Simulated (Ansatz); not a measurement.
In(phosphinine)H3 (C₅H₈InP), relaxed as a singlet with RKS PBE0-D4/def2-SVP in Ansatz, starting from the GFN2-xTB geometry. Force threshold 0.02 eV/Å.

In the def2 sets In takes a core potential; there is no spin–orbit coupling.

Start:

Cartesian coordinates in Å:
```
In -1.4761 -1.6264 -0.8038
P -0.2175 -0.8138 1.5111
C 1.2265 -0.8373 0.5466
C 1.6944 0.2243 -0.2002
C 1.0340 1.4412 -0.2968
C -0.1712 1.6947 0.3424
C -0.8191 0.7716 1.1374
H 1.8160 -1.7492 0.5796
H 2.6237 0.1015 -0.7446
H 1.4709 2.2201 -0.9054
H -0.6301 2.6663 0.2035
H -1.7534 1.0589 1.6118
H -3.0471 -1.4930 -0.1704
H -0.7732 -3.1727 -0.8541
H -0.9780 -0.4862 -1.9570
```

| step | energy (eV) | largest force component (eV/Å) | SCF passes |
| --- | --- | --- | --- |
| 1 | -19759.9379 | 0.816 | 17 |
| 2 | -19760.0933 | 0.204 | 20 |
| 3 | -19760.1181 | 0.116 | 21 |
| 4 | -19760.1221 | 0.060 | 21 |
| 5 | -19760.1230 | 0.058 | 20 |
| 6 | -19760.1239 | 0.068 | 21 |
| 7 | -19760.1253 | 0.091 | 21 |
| 8 | -19760.1264 | 0.115 | 21 |
| 9 | -19760.1293 | 0.239 | 19 |
| 10 | -19760.1348 | 0.364 | 19 |
| 11 (rejected) | -19760.1347 | 0.542 | 19 |
| 12 | -19760.1531 | 0.270 | 20 |
| 13 | -19760.1700 | 0.117 | 20 |
| 14 | -19760.1960 | 0.095 | 20 |
| 15 | -19760.2271 | 0.196 | 19 |
| 16 | -19760.2482 | 0.298 | 19 |
| 17 | -19760.2699 | 0.202 | 19 |
| 18 | -19760.2924 | 0.209 | 19 |
| 19 | -19760.2987 | 0.313 | 20 |
| 20 | -19760.3067 | 0.226 | 19 |
| 21 | -19760.3121 | 0.112 | 21 |
| 22 | -19760.3148 | 0.015 | 21 |
| 23 | -19760.3153 | 0.015 | 20 |
| 24 | -19760.3154 | 0.018 | 20 |

Force components are those of the run's own axes.

End:

```xyz
15

In   -2.2003   -2.6071   -0.6488
P    -0.4262   -0.5046   -0.1278
C     1.2956   -0.5056   -0.2274
C     2.0786    0.6083    0.0595
C     1.5528    1.8393    0.4569
C     0.1841    2.0716    0.6059
C    -0.7896    1.1050    0.3740
H     1.7811   -1.4381   -0.5305
H     3.1655    0.5152   -0.0297
H     2.2455    2.6594    0.6625
H    -0.1395    3.0679    0.9233
H    -1.8438    1.3616    0.5149
H    -3.4012   -2.0433    0.4763
H    -1.0857   -3.8519   -0.1660
H    -2.4169   -2.2777   -2.3431
```

By distances, no bond broke or formed. The bond that changes most is In1–H15, from 1.70 to 1.74 Å (atoms count from 1).

The force fell under the threshold at step 22, but the optimiser went on. No frequencies were taken in this run, so the end may be a saddle point.

Hardware: 4 threads of Intel Xeon 6975P-C on a shared host. Wall time 48 s.
